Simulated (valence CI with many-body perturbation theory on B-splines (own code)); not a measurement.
Ce51+: magnetic and hyperfine properties of the levels

Calculated by valence CI with perturbative core correlation (CI+MBPT): five valence electrons over a frozen Dirac-Fock core [He], radial functions for each j: 9 s, 9 p, 8 d, 6 f, 3 g, 1 h, with the one-electron correlation potential Σ1 (screened to all orders), the two-electron term Σ2, the three-electron term Σ3, Breit, model QED; selected single and double excitations, second order for the rest (own B-spline code, finite nucleus).

The last digits are not significant, and no measured levels were compared; by estimate large intervals hold to a few tenths of a per cent, small ones and those within an open d or f shell to about a per cent. Among the levels kept, up to 1200 cm⁻¹ of a level comes from second order outside the variational space, and about a tenth of that is noise between levels of different J, which matters for small intervals.

A/g_I is the dipole constant over the nuclear g factor μ/I (μ in nuclear magnetons, uniformly magnetised nucleus), B/Q the quadrupole constant per barn. Both hold the static response of the core; the bare values leave it out. Large factors of s and p1/2 electrons are usually good to 5 to 10 %; those of open d and f shells near neutrality can be off by tens of per cent, and small factors of p3/2, d and f electrons come from cancelling terms and can be off by a factor of two or in sign, in half-filled shells by more. B is blank for J = 1/2, where it vanishes, and for nearly pure S terms. Energies count from the lowest level.

Levels are named by their leading jj configuration (3d3/2^4 stands for four electrons in 3d with j = 3/2), which in mixed levels can hold well under half, so a name can repeat and another be missing. Letters in brackets count levels of one name in rising energy.

```
                             Level  E (eV)      g  A/g_I (MHz)  A/g_I bare  B/Q (MHz/b)  B/Q bare
        (2s^2 2p1/2^2 2p3/2) J=3/2     0.0  1.346       363000      373000       680000    682000
        (2s^2 2p1/2 2p3/2^2) J=3/2   448.7  1.441       -69700      -55500        74900     75000
        (2s^2 2p1/2 2p3/2^2) J=5/2   469.8  1.177       828000      832000        -2650     -2660
        (2s^2 2p1/2 2p3/2^2) J=1/2   504.8  0.637      2630000     2620000                       
        (2s 2p1/2^2 2p3/2^2) J=5/2   689.7  1.472      1910000     1900000       166000    166000
        (2s 2p1/2^2 2p3/2^2) J=1/2   765.6  2.068      8020000     7930000                       
        (2s 2p1/2^2 2p3/2^2) J=3/2   767.1  1.192     -1150000    -1110000      -150000   -150000
              (2s^2 2p3/2^3) J=3/2   954.8  1.286       387000      396000      -758000   -759000
      (2s 2p1/2 2p3/2^3) J=3/2 [a]  1159.7  1.569      1910000     1900000      -561000   -562000
          (2s 2p1/2 2p3/2^3) J=5/2  1194.4  1.283      2390000     2370000      -888000   -890000
          (2s 2p1/2 2p3/2^3) J=1/2  1236.2  1.399     -2790000    -2730000                       
      (2s 2p1/2 2p3/2^3) J=3/2 [b]  1246.9  1.043       128000      146000      -158000   -158000
           (2p1/2^2 2p3/2^3) J=3/2  1513.1  1.313       356000      374000      -716000   -717000
                (2s 2p3/2^4) J=1/2  1702.0  1.801      8100000     7990000                       
             (2p1/2 2p3/2^4) J=1/2  1984.6  0.637      2640000     2610000                       
           (2s^2 2p1/2^2 3s) J=1/2  5322.5  2.010      2310000     2280000                       
        (2s^2 2p1/2^2 3p1/2) J=1/2  5395.4  0.654       760000      755000                       
        (2s^2 2p1/2^2 3p3/2) J=3/2  5541.6  1.329       107000      110000       196000    196000
        (2s^2 2p1/2^2 3d3/2) J=3/2  5610.7  0.785        62300       62200        32100     32400
        (2s^2 2p1/2^2 3d5/2) J=5/2  5657.2  1.195        23000       23100        24000     24400
   (2s^2 2p1/2 2p3/2 3s) J=3/2 [a]  5778.9  1.666       569000      573000       456000    457000
       (2s^2 2p1/2 2p3/2 3s) J=1/2  5786.7  1.299     -1010000     -987000                       
       (2s^2 2p1/2 2p3/2 3s) J=5/2  5796.6  1.327      1220000     1220000       641000    642000
   (2s^2 2p1/2 2p3/2 3s) J=3/2 [b]  5801.5  0.976       752000      760000       390000    391000
    (2s^2 2p1/2 2p3/2 3p1/2) J=1/2  5851.2  1.725      -500000     -478000                       
(2s^2 2p1/2 2p3/2 3p1/2) J=3/2 [a]  5857.0  1.139       559000      564000       134000    135000
    (2s^2 2p1/2 2p3/2 3p1/2) J=5/2  5869.5  1.068       910000      912000       634000    635000
(2s^2 2p1/2 2p3/2 3p1/2) J=3/2 [b]  5896.9  1.330       557000      566000       674000    675000
       (2s 2p1/2^2 2p3/2 3s) J=5/2  5975.2  1.530      1210000     1210000       759000    760000
(2s^2 2p1/2 2p3/2 3p3/2) J=1/2 [a]  5992.5  1.603      -668000     -654000                       
(2s^2 2p1/2 2p3/2 3p3/2) J=3/2 [a]  5999.2  1.147      1150000     1150000      -366000   -367000
   (2s 2p1/2^2 2p3/2 3s) J=3/2 [a]  6000.2  1.457      1310000     1300000       163000    163000
(2s^2 2p1/2 2p3/2 3p3/2) J=5/2 [a]  6002.1  1.494       960000      959000       576000    577000
    (2s^2 2p1/2 2p3/2 3p3/2) J=7/2  6006.4  1.232       585000      588000       849000    851000
(2s^2 2p1/2 2p3/2 3p3/2) J=3/2 [b]  6025.5  1.424       849000      852000       290000    290000
(2s^2 2p1/2 2p3/2 3p3/2) J=5/2 [b]  6028.2  1.211       760000      762000       141000    141000
(2s^2 2p1/2 2p3/2 3p3/2) J=1/2 [b]  6036.9  0.658      1760000     1760000                       
(2s 2p1/2^2 2p3/2 3p1/2) J=3/2 [a]  6064.9  1.483      1800000     1790000       234000    234000
    (2s 2p1/2^2 2p3/2 3p1/2) J=5/2  6065.4  1.300      1490000     1480000       567000    568000
       (2s 2p1/2^2 2p3/2 3s) J=1/2  6067.5  0.786     -1850000    -1800000
```
